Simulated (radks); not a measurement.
Values are calculated unless marked as measured or tabulated.
Coulomb parameter of the 4d shell of the molybdenum ion Mo+ in the model configuration [Kr] 4d4 5s1, as a second difference U = [E(n + 0.25) + E(n - 0.25) - 2 E(n)] / (0.25)^2 with all orbitals relaxed. "Bare": the charge of the atom changes with n. "Screened": the 5s shell takes up the change at fixed total charge, which measures U(4d,4d) + U(5s,5s) - 2 U(4d,5s). Level of theory: scalar-relativistic Kohn-Sham, PBE, spin-unpolarised, spherical densities, finite nucleus; Fermi nuclear charge, rms radius 4.4091 fm (a radial shooting solver on a logarithmic mesh with Libxc functionals).

| case | configuration | E - E(n) (eV) |
|---|---|---|
| start | [Kr] 4d4 5s1 | 0.000 |
| bare +0.25 | [Kr] 4d4.25 5s1 | -2.881 |
| bare -0.25 | [Kr] 4d3.75 5s1 | 3.513 |
| screened +0.25 | [Kr] 4d4.25 5s0.75 | -0.408 |
| screened -0.25 | [Kr] 4d3.75 5s1.25 | 0.490 |

U(bare) = 10.115 eV, U(screened by 5s) = 1.310 eV, against the Slater integral F0(4d,4d) = 13.834 eV with frozen orbitals.
